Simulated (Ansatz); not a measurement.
Ansatz (a first-principles code) input (B3LYP-D3(BJ)/def2-TZVP):

Ansatz 0.2 input:
```yaml
crystal:
  periodic: [false, false, false]
  atoms:
    - {symbol: Si, position_ang: [-0.00674366, -0.19492723, 0.00764285]}
    - {symbol: Cl, position_ang: [2.30743074, 0.06672930, 0.07200120]}
    - {symbol: Cl, position_ang: [-2.29751271, 0.21995399, -0.08324168]}
    - {symbol: H, position_ang: [-0.07602845, -1.02381537, 1.24471350]}
    - {symbol: H, position_ang: [0.00183316, -1.12081928, -1.16062514]}
basis:
  gaussian:
    orbitals: def2-TZVP
hamiltonian:
  xc: b3lyp
  dispersion: d3bj
total_charge: -1
magnetization: {spin_polarized: true, initial_magnetization: 1}
phonons: {temperatures: {t_min: 298.15, t_max: 298.15, t_step: 100}}
```

Output:

```
Functional definition: B3LYP
integrals: 0.05 GiB planned
875 factors; their error is unknown
mean field: 0.60 GiB planned
mean field evaluation 1: about -32960.3470 eV, gradient 8.5e0 eV
mean field evaluation 2: about -32960.6401 eV, gradient 6.3e0 eV
mean field evaluation 4: about -32960.8518 eV, gradient 2.9e-1 eV
mean field evaluation 8: about -32960.9354 eV, gradient 2.0e-2 eV
mean field -32960.93540601 eV, -1211.2920344463 hartree, gradient 7.1e-5 eV, S^2 0.752421; 0 other end points of the search recorded, 0 dependent functions left out
the calculation of the forces begins
reference -32960.93563647 eV, -1211.2920429156 hartree; 26, 25 occupied and 97, 98 virtual orbitals, 875 factors
these checks for a lower state are left out or cut short: stability, starts, cluster_reference, orbital_swaps, neighbouring_geometries, increment
integrals: 0.05 GiB planned
875 factors; their error is unknown
mean field: 0.60 GiB planned
mean field evaluation 16: about -32960.8524 eV, gradient 1.0e-1 eV
mean field -32960.93534513 eV, -1211.2920322090 hartree, gradient 2.8e-6 eV, S^2 0.752422; 0 other end points of the search recorded, 0 dependent functions left out
the calculation of the forces begins
reference -32960.93557561 eV, -1211.2920406791 hartree; 26, 25 occupied and 97, 98 virtual orbitals, 875 factors
these checks for a lower state are left out or cut short: stability, starts, cluster_reference, orbital_swaps, neighbouring_geometries, increment
integrals: 0.05 GiB planned
875 factors; their error is unknown
mean field: 0.60 GiB planned
mean field -32960.93536050 eV, -1211.2920327740 hartree, gradient 9.7e-7 eV, S^2 0.752419; 0 other end points of the search recorded, 0 dependent functions left out
the calculation of the forces begins
reference -32960.93559094 eV, -1211.2920412425 hartree; 26, 25 occupied and 97, 98 virtual orbitals, 875 factors
these checks for a lower state are left out or cut short: stability, starts, cluster_reference, orbital_swaps, neighbouring_geometries, increment
integrals: 0.05 GiB planned
875 factors; their error is unknown
mean field: 0.60 GiB planned
mean field evaluation 32: about -32960.9354 eV, gradient 1.7e-6 eV
mean field -32960.93541599 eV, -1211.2920348132 hartree, gradient 1.7e-6 eV, S^2 0.752421; 0 other end points of the search recorded, 0 dependent functions left out
the calculation of the forces begins
reference -32960.93564650 eV, -1211.2920432841 hartree; 26, 25 occupied and 97, 98 virtual orbitals, 875 factors
these checks for a lower state are left out or cut short: stability, starts, cluster_reference, orbital_swaps, neighbouring_geometries, increment
integrals: 0.05 GiB planned
875 factors; their error is unknown
mean field: 0.60 GiB planned
mean field -32960.93539102 eV, -1211.2920338954 hartree, gradient 1.5e-6 eV, S^2 0.752420; 0 other end points of the search recorded, 0 dependent functions left out
the calculation of the forces begins
reference -32960.93562143 eV, -1211.2920423631 hartree; 26, 25 occupied and 97, 98 virtual orbitals, 875 factors
these checks for a lower state are left out or cut short: stability, starts, cluster_reference, orbital_swaps, neighbouring_geometries, increment
integrals: 0.05 GiB planned
875 factors; their error is unknown
mean field: 0.60 GiB planned
mean field -32960.93543668 eV, -1211.2920355737 hartree, gradient 2.4e-6 eV, S^2 0.752421; 0 other end points of the search recorded, 0 dependent functions left out
the calculation of the forces begins
reference -32960.93566717 eV, -1211.2920440438 hartree; 26, 25 occupied and 97, 98 virtual orbitals, 875 factors
these checks for a lower state are left out or cut short: stability, starts, cluster_reference, orbital_swaps, neighbouring_geometries, increment
integrals: 0.05 GiB planned
875 factors; their error is unknown
mean field: 0.60 GiB planned
mean field -32960.93535602 eV, -1211.2920326093 hartree, gradient 2.1e-6 eV, S^2 0.752420; 0 other end points of the search recorded, 0 dependent functions left out
the calculation of the forces begins
reference -32960.93558646 eV, -1211.2920410778 hartree; 26, 25 occupied and 97, 98 virtual orbitals, 875 factors
these checks for a lower state are left out or cut short: stability, starts, cluster_reference, orbital_swaps, neighbouring_geometries, increment
integrals: 0.05 GiB planned
875 factors; their error is unknown
mean field: 0.60 GiB planned
mean field -32960.93535961 eV, -1211.2920327414 hartree, gradient 1.9e-6 eV, S^2 0.752421; 0 other end points of the search recorded, 0 dependent functions left out
the calculation of the forces begins
reference -32960.93559003 eV, -1211.2920412091 hartree; 26, 25 occupied and 97, 98 virtual orbitals, 875 factors
these checks for a lower state are left out or cut short: stability, starts, cluster_reference, orbital_swaps, neighbouring_geometries, increment
integrals: 0.05 GiB planned
875 factors; their error is unknown
mean field: 0.60 GiB planned
mean field evaluation 64: about -32960.9354 eV, gradient 5.2e-5 eV
mean field -32960.93537687 eV, -1211.2920333755 hartree, gradient 1.9e-6 eV, S^2 0.752421; 0 other end points of the search recorded, 0 dependent functions left out
the calculation of the forces begins
reference -32960.93560737 eV, -1211.2920418464 hartree; 26, 25 occupied and 97, 98 virtual orbitals, 875 factors
these checks for a lower state are left out or cut short: stability, starts, cluster_reference, orbital_swaps, neighbouring_geometries, increment
integrals: 0.05 GiB planned
875 factors; their error is unknown
mean field: 0.60 GiB planned
mean field -32960.93538787 eV, -1211.2920337798 hartree, gradient 1.6e-6 eV, S^2 0.752419; 0 other end points of the search recorded, 0 dependent functions left out
the calculation of the forces begins
reference -32960.93561829 eV, -1211.2920422476 hartree; 26, 25 occupied and 97, 98 virtual orbitals, 875 factors
these checks for a lower state are left out or cut short: stability, starts, cluster_reference, orbital_swaps, neighbouring_geometries, increment
integrals: 0.05 GiB planned
875 factors; their error is unknown
mean field: 0.60 GiB planned
mean field -32960.93539830 eV, -1211.2920341630 hartree, gradient 1.6e-6 eV, S^2 0.752422; 0 other end points of the search recorded, 0 dependent functions left out
the calculation of the forces begins
reference -32960.93562880 eV, -1211.2920426338 hartree; 26, 25 occupied and 97, 98 virtual orbitals, 875 factors
Total energy: -32961.14305201 eV, -1211.2996652962 hartree
Atom 0 at    -0.006744    -0.194927     0.007643 Å, force     0.000010     0.000294    -0.000012 eV/Å
Atom 1 at     2.307431     0.066729     0.072001 Å, force    -0.000140    -0.000084    -0.000001 eV/Å
Atom 2 at    -2.297513     0.219954    -0.083242 Å, force     0.000133    -0.000093     0.000008 eV/Å
Atom 3 at    -0.076028    -1.023815     1.244714 Å, force    -0.000003    -0.000057     0.000019 eV/Å
Atom 4 at     0.001833    -1.120819    -1.160625 Å, force    -0.000001    -0.000059    -0.000014 eV/Å
Dipole moment:    -0.000885    -0.025571     0.001003 e Å
Vibrations: 149.67 200.08 240.62 302.48 802.90 876.33 886.92 2132.12 2154.47 cm⁻¹, zero-point energy 0.480165 eV
```
